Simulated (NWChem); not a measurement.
CH₃FMg; SMILES [CH3][Mg][F]

Results from NWChem. The geometry was optimised at PBE0/def2-SVP. LC-ωPBE (HJS hole) with def2-SVP; x = 1 − exp(−ω/0.25 bohr⁻¹) is a scale chosen for this fit.

| row | x | −ε(HOMO) (eV) |
|---|---|---|
| ω = 0.15 | 0.451 | 8.48 |
| ω = 0.20 | 0.551 | 9.01 |
| ω = 0.30 | 0.699 | 9.82 |
| ω = 0.35 | 0.753 | withheld |
| ω = 0.50 | 0.865 | 10.70 |

Question: Fit a straight line of the last column on the one before it, predict the withheld value, and compare with the run.

Answer: 
1. Means of the 4 shown rows: x = 0.6415, y = 9.503. Slope Σ(x − x̄)(y − ȳ)/Σ(x − x̄)² = 0.5253/0.09774 = 5.374; intercept 6.055.
2. The shown rows scatter about the line by 0.006 (root mean square); the largest residual is +0.01, at ω = 0.30.
3. At x = 0.753 (ω = 0.35; inside the shown range) the line gives 10.10.
4. The run gives 10.11, +0.01 from the line.
